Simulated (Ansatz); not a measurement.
Basis sets compared for TiFCl3 (TiCl3F). Charge 0, multiplicity 1. Geometry PBE-D4/def2-SVP. Ansatz on 4 threads of Arm Neoverse V2 on a shared host; times are rough, and most runs start from earlier orbitals.

```xyz
5

Ti   -0.028   -0.075    0.008
F    -0.637   -1.688    0.181
Cl    0.670    0.634    1.945
Cl   -1.625    1.215   -0.720
Cl    1.621   -0.085   -1.414
```

Binding counts from free atoms (Ti triplet, F doublet, Cl doublet) in the same basis, without a counterpoise term.

```csv
level,functions,energy (Eh),HOMO (eV),LUMO (eV),binding per atom (eV),wall time
PBE-D4/def2-SVP,99,-2328.7149,-8.09,-4.44,4.32,1 s
PBE-D4/def2-TZVP (with forces),187,-2329.4312,-8.28,-4.56,–,2.4 s
r2SCAN-D4/def2-TZVP,187,-2330.1413,-8.68,-4.60,–,4.7 s
PBE0-D4/def2-SVP,99,-2328.8187,-9.57,-3.84,3.93,1.6 s
PBE0-D4/def2-TZVP,187,-2329.5322,-9.67,-3.78,3.92,3.4 s
```

(1) Estimate the rows for PBE-D4/def2-TZVPD, r2SCAN-D4/def2-TZVPD, PBE0-D4/def2-TZVPD.

## Answers

(1) 
```csv
level,functions,energy (Eh),HOMO (eV),LUMO (eV),binding per atom (eV),wall time
PBE-D4/def2-TZVPD,226,-2329.4340,-8.32,-4.59,–,3 s
r2SCAN-D4/def2-TZVPD,226,-2330.1437,-8.68,-4.60,–,7.5 s
PBE0-D4/def2-TZVPD,226,-2329.5348,-9.68,-3.79,3.92,4.9 s
```
